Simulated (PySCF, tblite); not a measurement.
Isomers of C5H9NSi. Level: GFN2-xTB in tblite, geometry and Hessian alike; calculated harmonic values, unscaled, isolated species. Errors from tens to a few hundred cm⁻¹ against measured bands are possible. Modes of hydrogen on silicon can be 10 to 20 % off. One conformer each.

Electronic energies: PBE0/pcSseg-1 single points on the GFN2-xTB geometries (PySCF, gas phase).

```tsv
SMILES	electronic energy, lowest = 0 (kJ/mol)
[H]/N=C\[C@H]1C=CC[SiH2]1	6.7
C/C=N/[C@@H]1C=C[SiH2]1	103.6
N#CCC1C[SiH2]C1	5.2
N#CC[C@@H]1CC[SiH2]1	15.3
C#C[Si@@H]1CCCN1	0.0
```

Problem. How do GFN2-xTB zero-point energies change the relative energies?

Solution. 
```tsv
SMILES	ZPE (kJ/mol)	of it from modes above 1550 cm⁻¹	electronic (kJ/mol)	with ZPE, lowest = 0 (kJ/mol)	lowest mode (cm⁻¹)	rings
C#C[Si@@H]1CCCN1	331.1	173.4	0.0	0.7	66	1
N#CCC1C[SiH2]C1	325.3	166.6	5.2	0.0	49	1
[H]/N=C\[C@H]1C=CC[SiH2]1	324.1	175.0	6.7	0.3	43	1
N#CC[C@@H]1CC[SiH2]1	325.7	166.4	15.3	10.6	48	1
C/C=N/[C@@H]1C=C[SiH2]1	318.5	172.3	103.6	91.7	89	1
```

The zero-point energies span 12.6 kJ/mol, from `C/C=N/[C@@H]1C=C[SiH2]1` to `C#C[Si@@H]1CCCN1`. With it `N#CCC1C[SiH2]C1` becomes the lowest.

Problem. And how do the electronic energies of GFN2-xTB itself compare?

Solution. `C#C[Si@@H]1CCCN1` 0.0; `N#CCC1C[SiH2]C1` 2.3; `[H]/N=C\[C@H]1C=CC[SiH2]1` 8.0; `N#CC[C@@H]1CC[SiH2]1` 9.0; `C/C=N/[C@@H]1C=C[SiH2]1` 73.2 kJ/mol, lowest = 0. Against the energies above, taken from the same isomer `C#C[Si@@H]1CCCN1`, the largest difference is 30.4 kJ/mol.

Problem. What do entropy and thermal enthalpy add at 298.15 K and 1 bar (rigid rotor, harmonic oscillator, one conformer each)?

Solution. 
```tsv
SMILES	point group	symmetry number	S (J/(mol K))	H − H(0) (kJ/mol)	ZPE + H − H(0) − TS (kJ/mol)
C#C[Si@@H]1CCCN1	C1	1	373.0	24.66	244.5
N#CCC1C[SiH2]C1	C1	1	372.9	23.90	238.0
[H]/N=C\[C@H]1C=CC[SiH2]1	C1	1	367.0	23.37	238.0
N#CC[C@@H]1CC[SiH2]1	C1	1	375.6	24.17	237.9
C/C=N/[C@@H]1C=C[SiH2]1	C1	1	374.9	25.04	231.8
```
